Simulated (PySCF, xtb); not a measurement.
Complex: NH3 (SMILES N) (first 4 atoms) with CHN (SMILES C#N); geometry from B3LYP-D3(BJ)/def2-TZVP, rigid monomers moved along the line of their centres of mass till N1···H7 is 2.38 Å.
(charge 0, multiplicity 1):
| atom | x (Å) | y (Å) | z (Å) |
|---|---|---|---|
| N | -0.3143 | 0.0262 | 0.0127 |
| H | -1.1880 | 0.4366 | -0.2992 |
| H | 0.4363 | 0.5891 | -0.3731 |
| H | -0.2471 | -0.8937 | -0.4094 |
| C | -0.1405 | -0.1315 | 3.4741 |
| N | -0.0844 | -0.1824 | 4.6193 |
| H | -0.1940 | -0.0832 | 2.3901 |

Monomers are frozen at their geometry in the pair; levels with a basis set take the counterpoise correction. Rows marked so take none.

Rows in 3-21G, 6-31G* carry no dispersion term and start afresh at each structure (6-31G* with six Cartesian d functions).

Run with PySCF for 3-21G rows, 6-31G* rows; xtb for the GFN methods. 

Q: One of these levels gives -3.38 kcal/mol for the interaction energy. Which?
(A) B3LYP/3-21G (no counterpoise)
(B) GFN-FF
(C) HF/3-21G (no counterpoise)
(D) HF/6-31G*

A: B, GFN-FF. The others give -10.75 (HF/3-21G (no counterpoise)), -6.80 (HF/6-31G*), -12.11 (B3LYP/3-21G (no counterpoise))
